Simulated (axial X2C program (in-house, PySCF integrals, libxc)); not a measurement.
# NbF⁺: from Re and ωe to a spectrum

A bond curve at the CCSD(T) level, two-component, was computed with an axial X2C code built on PySCF integrals (basis Nb dyall-cv3z [11s12p9d5f3g], F dyall-av3z [7s6p3d2f] (cores contracted in-house)) for the state Ω = 3/2 (⟨Sz⟩ = 1.49, ⟨Lz⟩ = 0.01 at HF). Its fit gives Re = 1.8108 Å, ωe = 706.9 cm⁻¹, ωexe = 3.06 cm⁻¹ and αe = 2.105e-03 cm⁻¹; the masses are 92.9064 and 18.9984 u. Two-component means X2C with spin–orbit coupling and atomic mean-field Coulomb and Gaunt terms.

Correlated methods: 11 electrons correlated (number of frozen shells: Nb 4 s, 3 p, 1 d; F 1 s), 293 virtual spin orbitals or spinors in MP2, 90 natural virtuals in coupled cluster.

(1) Find the reduced mass, Be and the force constant.

(2) Estimate the centrifugal constant by the Kratzer relation.

(3) Where do the fundamental and the first overtone lie?

(4) A Morse curve ties αe to the other constants (Pekeris). How well does that hold?

Occupations by symmetry block were frozen at the best pattern of an incomplete PBE0 search. CCSD and (T) use frozen natural virtuals with an MP2 correction for the truncation; (T) itself is uncorrected, so its De runs slightly low. PBE0 can misorder states that lie within some tenths of an eV, so this need not be the ground state of the molecule. The nearest other spin-free determinant of the search, M_S = 3/2, Λ = 1, lies 0.12 eV up at the distance of the search. With several unpaired electrons one determinant need not be a pure state. A state of lower Ω lies just above, and one determinant can place such states too high, so the state shown need not be the lowest. The search has Ω = 1/2 only 0.08 eV up. The outer-core s and p shells of the metal are frozen in the correlated rows, which leaves out core–valence correlation; for alkali and alkaline-earth bonds that tends to lengthen them. This is the top spin component of a Σ state; components of lower Ω are not single determinants and can lie lower. With the outer-core shells frozen, correlated bond lengths of heavy atoms tend to come out a few hundredths of an ångström too long.

Results:

(1) From the CCSD(T) values: μ = 15.7730 u. Be = 16.8576/(μ Re²) = 0.3259 cm⁻¹. k = 5.8918×10⁻⁷ μ ωe² = 4.64 mdyn/Å.

(2) D = 4Be³/ωe² = 2.77e-07 cm⁻¹.

(3) ν(1←0) = ωe − 2ωexe = 700.8 cm⁻¹; ν(2←0) = 2ωe − 6ωexe = 1395.4 cm⁻¹.

(4) αe(Morse) = 6Be²/ωe × (√(ωexe/Be) − 1) = 1.861e-03 cm⁻¹; the CCSD(T) curve gives 2.105e-03 cm⁻¹, a ratio of 0.88.
